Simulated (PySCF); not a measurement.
## ZnO, PBE: how much the basis matters

PySCF, UKS reference; triplet, unpaired electrons σ ↑, π ↑; De to Zn + O without counterpoise correction.

```csv
basis,relativity,functions,Re (Å),ωe (cm⁻¹),De (eV),μ (D)
def2-SVP,no relativity,45,1.874,514,1.70,-2.31
x2c-SVPall,spin-free X2C,50,1.895,490,1.45,-2.08
cc-pVDZ-PP/cc-pVDZ,scalar-relativistic core potentials,52,1.863,508,1.57,-1.58
def2-SVPD,no relativity,57,1.880,510,2.09,-2.41
jorge-DZP-DKH,spin-free X2C,58,1.859,517,1.79,-1.99
def2-TZVPP,no relativity,95,1.883,491,1.63,-2.11
def2-TZVPPD,no relativity,107,1.884,491,1.64,-2.22
```

**Question.** How does each smaller set differ from the one with most functions, def2-TZVPPD?

**Answer.** def2-SVP: -1.0 pm, +4.7 % in ωe, +0.06 eV in De; x2c-SVPall: +1.1 pm, -0.2 % in ωe, -0.19 eV in De; cc-pVDZ-PP/cc-pVDZ: -2.1 pm, +3.5 % in ωe, -0.07 eV in De; def2-SVPD: -0.4 pm, +3.9 % in ωe, +0.45 eV in De; jorge-DZP-DKH: -2.5 pm, +5.3 % in ωe, +0.15 eV in De; def2-TZVPP: -0.1 pm, +0.0 % in ωe, -0.01 eV in De. All at PBE; the set with most functions is neither the basis-set limit nor always the best. The rows treat relativity differently, so the differences are not basis effects alone.

A positive dipole means Zn(−)O(+). Counting both spins, an empty level lies below a filled one in some of these solutions, because spin and occupation are held. The state is the lowest determinant that a PBE0 search found; another state may lie lower at other levels.
